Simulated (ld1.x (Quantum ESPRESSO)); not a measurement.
**Before and after: ultrasoft potential for S (Z = 16)**

```json
{"Element": "S", "Generator": "ld1.x (Quantum ESPRESSO) 7.5", "Type": "ultrasoft", "Functional": "PBE", "Relativity": "fully relativistic", "Frozen core": "[Ne]", "Valence charge": "6", "Reference configuration": "3s2 3p2.5 (charge +1.5)", "Partial waves": "3s (bound): rcut 1.15, rcutus 1.25 bohr; 3s channel at -1.7 Ry: rcut 1.15, rcutus 1.25 bohr; 3p (bound): rcut 1.25, rcutus 1.70 bohr; 3p channel at -1.15 Ry: rcut 1.25, rcutus 1.70 bohr", "Local potential": "all-electron potential smoothed inside 1.45 bohr (lloc = -1)", "Core correction": "a·sin(br)/r model core inside 1.25 bohr", "Augmentation charge": "PSQ, inside the norm-conserving radii"}
```

Open shells are filled in proportion to 2j + 1 (rel_dist='average').

Change: all radii but the core radius scaled by about 1.29 (s 1.62, p 2.20 bohr, rcut 1.48/1.62); local potential all-electron potential smoothed inside 1.88 bohr (lloc = -1).

Cutoffs: the cutoffs (Ry, on a coarse ladder) from which the occupation-weighted sum of valence levels, in a spherical-Bessel basis at the reference potential, stays within 10 and 1 mRy of its value at 400 Ry; they do not see the model core or the augmentation charge, which bear on the density cutoff. Errors are all-electron minus pseudo energies relative to the spin-unpolarised reference configuration.

Question: What does the change do?

Answer: The potential gets softer (25 Ry and 45 Ry → 15 Ry and 21 Ry); the number of tests with a reliable result goes from 7 to 3 (the test run of the changed file stopped, so its transferability is not established); of the 3 tests that both files solve, the error grows in 2 and shrinks in 0 by more than 15 % and 0.3 meV (median size 0.4 → 1.0 meV); neither file shows a bound ghost. A larger radius leaves more room for a smooth pseudo-wave, so fewer plane waves are needed.

| quantity | base | changed |
| --- | --- | --- |
| cutoff, loose | 25 Ry | 15 Ry |
| cutoff, tight | 45 Ry | 21 Ry |
| loose cutoff by channel (10 mRy a level) | s 21 Ry, p 15 Ry | s 6 Ry, p 12 Ry |
| bound ghosts | none | none |
| tests with a reliable result | 7 of 7 | 3 of 7 (the test run stopped) |
| error for 3s2 3p4, meV [ΔE -21.51 eV] | +1.3 | +2.1 |
| error for 3s2 3p3, meV [ΔE -9.74 eV] | +0.3 | +0.5 |
| error for 3s2 3p2, meV [ΔE 12.54 eV] | +0.4 | +1.0 |
| lowest overlap eigenvalue by channel | s 0.53, p1/2 0.80, p3/2 0.80 | s 0.44, p1/2 0.85, p3/2 0.86 |
